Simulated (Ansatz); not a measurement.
Two members of one family (Same ligands, another metal), computed with Ansatz in the gas phase; def2 core potentials for Mo, W, no spin–orbit coupling. A dash marks a value that wasn't run or was left out as unsound. The structures are stationary points that may keep the symmetry of their start. Remarks come from the PBE and PBE0 runs and from stability tests at other levels; not every state was tested. A HOMO above zero means that the electron is unbound at that level and held by the basis, or that self-interaction error raises the level; the energy of removing that electron tells which. HOMO above LUMO (over both spins in singlets and doublets, within one spin in higher multiplets; at PBE or PBE0), or a gap under 0.15 eV within one spin, warns that the state may not be the lowest or that an electron is smeared out.

First: WO2Br2 (singlet, charge 0, B3LYP-D4/def2-SVP geometry).

```xyz
5

W    -0.052   -0.069    0.088
O    -1.476    0.294    0.950
O     0.515   -1.561    0.684
Br    1.605    1.646    0.545
Br   -0.591   -0.310   -2.267
```

```json
{"level": "PBE-D4/def2-TZVP", "HOMO (eV)": "-7.99", "LUMO (eV)": "-4.16", "gap (eV)": "3.83", "vertical IE (eV)": "10.77", "vertical EA (eV)": "–", "vertical triplet (eV)": "3.80"}
{"level": "r2SCAN-D4/def2-TZVPD", "HOMO (eV)": "-8.39", "LUMO (eV)": "-4.16", "gap (eV)": "4.23", "vertical IE (eV)": "–", "vertical EA (eV)": "1.65", "vertical triplet (eV)": "–"}
{"level": "B3LYP-D4/def2-TZVP", "HOMO (eV)": "-9.13", "LUMO (eV)": "-3.74", "gap (eV)": "5.39", "vertical IE (eV)": "–", "vertical EA (eV)": "–", "vertical triplet (eV)": "–"}
{"level": "PBE0-D4/def2-TZVP", "HOMO (eV)": "-9.39", "LUMO (eV)": "-3.55", "gap (eV)": "5.84", "vertical IE (eV)": "11.32", "vertical EA (eV)": "–", "vertical triplet (eV)": "3.85"}
{"level": "PBE0-D4/def2-TZVPD", "HOMO (eV)": "-9.40", "LUMO (eV)": "-3.57", "gap (eV)": "5.83", "vertical IE (eV)": "–", "vertical EA (eV)": "1.87", "vertical triplet (eV)": "–"}
```

Metal–donor distances: 2 × O 1.70 Å, 2 × Br 2.43 Å. Remarks: gap within one spin near zero at PBE or PBE0 (+1 doublet), HOMO above zero (-1 doublet), gap within one spin near zero at PBE or PBE0 (triplet).

Second: MoO2Br2 (singlet, charge 0, B3LYP-D4/def2-SVP geometry).

```xyz
5

Mo   -0.128    0.014   -0.064
O    -1.131    1.353   -0.008
O    -0.895   -1.135   -1.009
Br    0.180   -0.856    2.169
Br    1.974    0.625   -1.089
```

Problem. Estimate the same table for the second.

Solution. 
```tsv
level	HOMO (eV)	LUMO (eV)	gap (eV)	vertical IE (eV)	vertical EA (eV)	vertical triplet (eV)
PBE-D4/def2-TZVP	-7.98	-4.57	3.42	10.76	–	3.43
r2SCAN-D4/def2-TZVPD	-8.35	-4.61	3.73	–	2.02	–
B3LYP-D4/def2-TZVP	-8.98	-4.18	4.79	–	–	–
PBE0-D4/def2-TZVP	-9.24	-4.00	5.23	11.16	–	3.45
PBE0-D4/def2-TZVPD	-9.24	-4.01	5.23	–	2.32	–
```

Metal–donor distances: 2 × O 1.67 Å, 2 × Br 2.42 Å. Remarks: restricted SCF unstable in HF, gap within one spin near zero at PBE or PBE0 (+1 doublet), HOMO above zero (-1 doublet), gap within one spin near zero at PBE or PBE0 (triplet).
